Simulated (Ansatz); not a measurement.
Frontier orbitals of CH6BNOS.

Cartesian coordinates in Å:
```
B -0.568 0.436 -0.764
C 0.167 0.243 0.627
N 0.508 -0.919 1.103
O 0.454 1.267 1.402
S -0.761 -1.230 -1.674
H 0.048 1.281 -1.381
H -1.670 0.858 -0.470
H 0.278 -1.708 0.501
H 0.945 -1.037 2.003
H 0.166 2.066 0.940
H 0.433 -1.256 -2.287
```

Total charge 0; spin multiplicity 1. The bonds changed during the relaxation, so this is another structure than the one it started from. The geometry is a stationary point of PBE0-D4/def2-TZVP. It is one conformer, not always the lowest. Basis def2-TZVPP, Ansatz 0.2.0.

Orbital energies of one run (eV). Highest occupied ones, from the top: -6.39, -7.89, -8.55, -9.63, -9.88, -10.68, -12.75, -13.37, -14.76, -15.54, -17.42, -19.28, -19.64, -27.17. Empty: -0.67, 0.47, 0.94, 1.37, 2.47, 2.92.

Task: Which functional gave them?
A. BLYP
B. PBE0
C. HSE06 (plane-wave form)
D. B97M-V

Result: B. HOMO energies: PBE0 -6.39, B97M-V -5.53, HSE06 -5.99, BLYP -5.03 eV.
